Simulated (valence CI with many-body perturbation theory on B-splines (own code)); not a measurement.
## Pr¹⁰⁺: electric-dipole lines

Method: configuration interaction combined with many-body perturbation theory (CI+MBPT): three valence electrons over a frozen Dirac-Fock core [Kr] 4d10, a basis of 7 s, 7 p, 7 d, 7 f, 4 g, 2 h functions for each j, with the one-electron correlation potential Σ1, the two-electron term Σ2, the three-electron term Σ3, Breit, model QED; selected CI, second order for the rest, scaled by the run's own slope (own B-spline code, finite nucleus).

No measured spectrum was set against this ion. As an estimate, levels hold to about 250 cm⁻¹ or 0.2 % of their energy and the worst to 1 %, as in measured heavy ions of charge 2 to 7; those with d or f electrons hold less well.

Lines 101 to 150 of 589 in falling wavelength, among levels below 52.852 eV, chosen from the strongest by gf and those to the six lowest levels. Wavelengths and rates use the calculated energies, so an error of 300 cm⁻¹ moves a line at 61.64 nm by 0.18 % and its rate by three times that or more. Electric multipoles are in the length gauge, E1 and E2 with the static RPA response of the core. Weak lines are less certain than strong ones. Lines between different terms over intervals too small for the method are left out, as are lines whose strength nearly cancels. Where a level lies close to another of its J and parity, the split of strength between their lines is uncertain.

Names give the largest LS component (configuration and term), which can be under half, so a name can repeat, a term be missing and a line seem to break the LS rules; names also repeat where a configuration has a term twice. Letters in brackets count levels of one name in rising energy.

| λ vac (nm) | Upper | Lower | A (s⁻¹) | S (a.u.) |
| --- | --- | --- | --- | --- |
| 61.64 | 4f²5p ⁴S°_3/2 | 4f²5s ²D_5/2 | 5.94e+08 | 2.75e-01 |
| 61.57 | 4f²5p ²G°_9/2 [a] | 4f²5s ⁴F_7/2 [a] | 5.79e+08 | 6.67e-01 |
| 61.53 | 4f²5p ⁴D°_7/2 [a] | 4f5s5p ⁴F_9/2 [b] | 8.52e+08 | 7.84e-01 |
| 61.52 | 4f²5p ⁴I°_11/2 | 4f²5s ⁴H_9/2 | 1.15e+09 | 1.59e+00 |
| 61.51 | 4f²5p ⁴G°_11/2 [a] | 4f²5s ⁴H_13/2 | 2.03e+09 | 2.80e+00 |
| 61.47 | 4f²5p ⁴P°_3/2 | 4f5s5p ²D_5/2 [c] | 6.48e+08 | 2.97e-01 |
| 61.40 | 4f³ ⁴G°_11/2 | 4f5s5p ²G_9/2 [b] | 2.80e+08 | 3.84e-01 |
| 61.39 | 4f²5p ⁴H°_7/2 | 4f²5s ⁴H_7/2 | 1.41e+09 | 1.29e+00 |
| 61.37 | 4f²5p ⁴H°_9/2 [a] | 4f²5s ⁴H_9/2 | 8.67e+08 | 9.89e-01 |
| 61.34 | 4f²5p ²H°_9/2 [a] | 4f²5s ²G_7/2 | 1.06e+09 | 1.21e+00 |
| 61.12 | 4f²5s ⁴P_5/2 | 5s²5p ²P°_3/2 | 6.66e+07 | 4.50e-02 |
| 61.04 | 4f5p² ⁴F°_9/2 [a] | 4f5s5p ²G_9/2 [a] | 1.86e+08 | 2.09e-01 |
| 61.00 | 4f5p² ²G°_7/2 [a] | 4f5s5p ²F_7/2 [b] | 3.30e+08 | 2.96e-01 |
| 60.96 | 4f²5p ⁴H°_13/2 | 4f²5s ⁴H_13/2 | 2.36e+09 | 3.69e+00 |
| 60.77 | 4f²5p ⁴G°_11/2 [a] | 4f²5s ⁴H_11/2 | 2.06e+08 | 2.75e-01 |
| 60.69 | 4f²5p ⁴D°_7/2 [a] | 4f²5s ⁴F_9/2 | 1.31e+09 | 1.15e+00 |
| 60.65 | 4f²5p ²H°_9/2 [a] | 4f²5s ²H_9/2 | 1.92e+08 | 2.11e-01 |
| 60.35 | 4f²5p ²F°_7/2 [a] | 4f²5s ⁴F_9/2 | 2.54e+08 | 2.21e-01 |
| 60.25 | 4f²5p ⁴D°_7/2 [a] | 4f²5s ⁴F_5/2 | 4.03e+08 | 3.48e-01 |
| 60.24 | 4f²5p ⁴H°_13/2 | 4f²5s ⁴H_11/2 | 5.97e+08 | 9.01e-01 |
| 59.95 | 4f5p² ²F°_5/2 [a] | 4f²5s ²F_7/2 | 4.17e+08 | 2.66e-01 |
| 59.75 | 4f²5p ²G°_9/2 [a] | 4f²5s ⁴H_11/2 | 3.28e+08 | 3.45e-01 |
| 59.74 | 4f5p² ⁴D°_5/2 | 4f5s5p ²D_5/2 [a] | 7.34e+08 | 4.63e-01 |
| 59.62 | 4f5p² ⁴G°_5/2 | 4f5s5p ²F_5/2 [a] | 1.75e+09 | 1.10e+00 |
| 59.37 | 4f5p² ⁴D°_5/2 | 4f²5s ²F_7/2 | 4.27e+08 | 2.64e-01 |
| 59.29 | 4f5p² ⁴D°_7/2 [b] | 4f5s5p ²F_7/2 [b] | 5.66e+08 | 4.66e-01 |
| 59.21 | 5p³ ²D°_5/2 [a] | 4f5s5p ²D_5/2 [b] | 6.89e+08 | 4.23e-01 |
| 59.13 | 4f²5p ⁴H°_9/2 [b] | 4f5s5p ²G_9/2 [a] | 5.16e+08 | 5.26e-01 |
| 59.01 | 4f5p² ²F°_7/2 [a] | 4f5s5p ²D_5/2 [a] | 4.11e+08 | 3.33e-01 |
| 58.94 | 4f³ ⁴D°_1/2 [a] | 4f5s5p ²D_3/2 | 1.16e+09 | 2.34e-01 |
| 58.87 | 4f5p² ⁴D°_7/2 [a] | 4f5s5p ²G_7/2 [a] | 2.65e+09 | 2.14e+00 |
| 58.79 | 4f5p² ²G°_7/2 [a] | 4f5s5p ⁴F_5/2 [b] | 4.21e+08 | 3.38e-01 |
| 58.69 | 4f5p² ⁴G°_9/2 | 4f²5s ²H_11/2 | 4.19e+08 | 4.18e-01 |
| 58.61 | 4f5p² ²D°_5/2 | 4f5s5p ⁴F_5/2 [b] | 8.49e+08 | 5.06e-01 |
| 58.52 | 4f5p² ²G°_7/2 [a] | 4f²5s ⁴F_7/2 [b] | 1.24e+09 | 9.79e-01 |
| 58.48 | 4f5p² ⁴G°_11/2 [b] | 4f5s5p ²G_9/2 [b] | 1.16e+09 | 1.38e+00 |
| 58.48 | 4f²5s ⁴F_7/2 [a] | 4f5s² ²F°_7/2 | 4.43e+07 | 3.50e-02 |
| 58.39 | 4f²5p ⁴D°_3/2 [a] | 4f5s5p ⁴D_3/2 | 7.74e+08 | 3.04e-01 |
| 58.37 | 4f²5s ²P_1/2 | 5s²5p ²P°_3/2 | 7.89e+07 | 1.55e-02 |
| 58.34 | 4f5p² ²D°_5/2 | 4f²5s ⁴F_7/2 [b] | 9.36e+08 | 5.50e-01 |
| 58.28 | 4f5p² ²H°_9/2 | 4f5s5p ²G_9/2 [a] | 1.04e+09 | 1.01e+00 |
| 58.21 | 4f²5p ²F°_5/2 [a] | 4f5s5p ⁴F_5/2 [b] | 4.34e+08 | 2.53e-01 |
| 58.19 | 4f5p² ²D°_3/2 [b] | 4f²5s ²D_3/2 [a] | 9.76e+08 | 3.80e-01 |
| 58.17 | 4f²5p ⁴D°_3/2 [b] | 4f5s5p ⁴D_3/2 | 7.27e+08 | 2.82e-01 |
| 58.15 | 4f5p² ²G°_7/2 [b] | 4f5s5p ²G_9/2 [a] | 1.61e+09 | 1.25e+00 |
| 58.06 | 4f5p² ²F°_5/2 [a] | 4f5s5p ⁴D_3/2 | 4.89e+08 | 2.83e-01 |
| 57.98 | 4f5p² ⁴D°_5/2 | 4f5s5p ²F_7/2 [b] | 9.89e+08 | 5.71e-01 |
| 57.81 | 4f5p² ⁴F°_9/2 [b] | 4f5s5p ²G_9/2 [b] | 2.88e+08 | 2.74e-01 |
| 57.72 | 4f²5s ²P_3/2 | 5s²5p ²P°_3/2 | 9.98e+07 | 3.79e-02 |
| 57.70 | 4f5p² ⁴D°_7/2 [a] | 4f5s5p ²F_5/2 [a] | 3.44e+08 | 2.61e-01 |
